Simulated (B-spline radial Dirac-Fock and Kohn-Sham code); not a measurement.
**Nd: input and output of one calculation**

ΔSCF core binding energies without Breit or QED terms, calculated with an atomic code on a B-spline grid. Keys: rel is the Hamiltonian (dirac, or spin-free x2c and nr, where L3 and M5 stand for the whole 2p and 3d shells), method is hf or an exchange,correlation pair (spin-unpolarised, also for the hole states), nuc the nuclear model, radius_factor scales its radius, rmax is the box in bohr, h the logarithmic mesh step, order the B-spline order, points the quadrature points per cell, c_factor scales the speed of light, and damp, ndamp, maxit and tol steer the iteration. The run stops when the commutator error falls below 10·tol·max(1, Z/10), or the numerical noise floor, and the energy has settled to about 1e-8 Ha; the virial ratio is −V/T.

Input (task.json):

```json
{"items": [{"Z": 60, "q": 0, "cfg": [[1, 0, 2], [2, 0, 2], [2, 1, 6], [3, 0, 2], [3, 1, 6], [3, 2, 10], [4, 0, 2], [4, 1, 6], [4, 2, 10], [4, 3, 4], [5, 0, 2], [5, 1, 6], [6, 0, 2]], "A": 142, "rrms": 4.9123, "do": "settings", "holes": ["K", "L3", "M5"],
  "settings": [{"rel": "dirac", "method": "lda,vwn", "nuc": "fermi", "radius_factor": 1.0, "rmax": 45.0, "h": 0.3, "order": 8, "points": 10, "c_factor": 1.0, "maxit": 92, "damp": 0.5, "ndamp": 3, "tol": 1e-08, "cfg": "1s2 2s2 2p6 3s2 3p6 3d10 4s2 4p6 4d10 4f4 5s2 5p6 6s2 6p3"}]}]}
```

Command: `python xray2_run.py task.json out`

Ground-state iterations:

```
iter   energy (Ha)        error
   1    -9610.03153574  1.85e+00
   2    -9604.22318018  9.29e-01
   3    -9622.29469947  8.52e-02
   4    -9622.39873350  1.90e-02
   5    -9620.83626250  1.61e-01
   6    -9617.11949792  2.81e-01
   7    -9615.53567369  2.87e-01
   8    -9615.51303932  2.88e-01
   9    -9615.51104846  2.88e-01
  10    -9615.58856285  2.83e-01
  11    -9615.22734720  3.03e-01
  12    -9622.00917861  2.95e-02
  13    -9613.56816495  2.81e-01
  14    -9613.50401171  2.85e-01
  15    -9613.50708716  2.82e-01
  23    -9620.80675122  1.38e-01
  31    -9621.51032291  9.06e-02
  39    -9621.44922953  9.42e-02
  47    -9621.53439973  8.89e-02
  55    -9621.51425576  8.83e-02
  63    -9621.52712121  8.87e-02
  71    -9622.23508220  7.20e-02
  79    -9622.38356755  8.03e-03
  87    -9622.40680592  3.10e-03
  92    -9622.38286104  7.71e-03
```

The ground state had not converged after 92 iterations, with total energy -9622.38286 Ha, virial ratio 1.92759 and highest orbital energy 4.70 eV. Holes are computed only in closed shells, and unreliable hole states are left out.

Problem. One setting is unsound. Which, and why?

Solution. cfg describes an anion whose outer electrons are not bound. With the default settings (Dirac Hartree-Fock): The ground state converged in 13 iterations, with total energy -9625.13683 Ha, virial ratio 1.92741 and highest orbital energy -4.74 eV. ΔSCF binding energies: K (1s) 43746.4 eV, L3 (2p3/2) 6226.3 eV, M5 (3d5/2) 983.4 eV.
